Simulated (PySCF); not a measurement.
Computed IR spectrum (relative IR intensity) of a molecule C3H9AlO. Geometry optimised at PBE-D3(BJ)/def2-SVP. Other conformers were not sampled. Method: PBE-D3(BJ)/def2-SVP (PySCF). Frequencies are harmonic and unscaled.

Lines under 2 % of the strongest are left out, and lines within 2 cm⁻¹ are merged.

ν (cm⁻¹): 468 (vw), 555 (m), 590 (s), 771 (vs), 848 (w), 1011 (m), 1123 (vw), 1178 (vs), 1336 (w), 1345 (w), 1415 (vw), 1872 (s), 1913 (s), 2930 (m), 2961 (w), 2965 (w), 3057 (m), 3068 (w) (against the strongest line: vs over 80 %, s over 45 %, m over 15 %, w over 4 %, vw less)

Problem. Pick the molecule that these values belong to.
(A) C[CH2][Al]([CH3])[OH]
(B) CC(C)[O][AlH2]
(C) C[CH2][AlH][O]C
(D) C[O][Al]([CH3])[CH3]

Solution. B, CC(C)[O][AlH2]
